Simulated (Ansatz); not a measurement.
```yaml
crystal:
  periodic: [false, false, false]
  atoms:
    - {symbol: C, position_ang: [-0.517931, 0.507025, 0.913847]}
    - {symbol: O, position_ang: [-0.855501, -0.882510, 0.086454]}
    - {symbol: Bi, position_ang: [0.169778, -0.969344, -1.576724]}
    - {symbol: F, position_ang: [2.100022, -1.104354, -0.987706]}
    - {symbol: Cl, position_ang: [0.449441, 1.474852, -2.023338]}
    - {symbol: H, position_ang: [-1.204171, 0.215900, 1.931756]}
    - {symbol: H, position_ang: [0.461242, -0.054521, 1.347882]}
    - {symbol: H, position_ang: [-0.527213, 1.259763, 0.549016]}
basis:
  gaussian: {orbitals: def2-TZVPD}
magnetization: {spin_polarized: true, initial_magnetization: 1}
hamiltonian: {xc: {name: B97}}
```

```sh
$ ansatz run in.yaml --threads 4 --pin off --events-out ev --progress --plain --max-ram 10444MiB
```

Shortened log:

```
Error: a molecule whose nuclei and cores have a total charge of 66 cannot have a net charge of 0 together with 1 unpaired electrons
```

Question: What is wrong with this run?

Answer: The number of unpaired electrons doesn't fit the electron count. The program refused the input.
